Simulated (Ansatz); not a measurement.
Basis-set extrapolation for `CN(C)C(=O)C(C)(C)C` (PBE0-D4/def2-TZVP geometry, frozen core, Ansatz 0.2.0). Multiplicity 1, RHF reference.

```csv
,def2-TZVPP,def2-QZVPP
HF,-403.274915,-403.293408
MP2 correlation,-1.659052,-1.767451
CCSD(T) correlation,-1.800968,not run
```

Energies in hartree. Use E(X) = E(∞) + A·exp(−7.88·√X) for Hartree–Fock and E(X) = E(∞) + B·X^(−2.97) for correlation, with X = 3 and 4, and add CCSD(T) minus MP2 of the smaller set to the MP2 limit.

What is the CCSD(T) energy at the basis-set limit?

HF limit: -403.293408 + (-0.018493) × 0.13774 = -403.29596. MP2 limit: -1.767451 + (-0.108399) × 0.74074 = -1.84775. Higher-order term: -1.800968 − (-1.659052) = -0.14192. Total: -405.28563 hartree, 131.6 kcal/mol below CCSD(T)/def2-TZVPP.
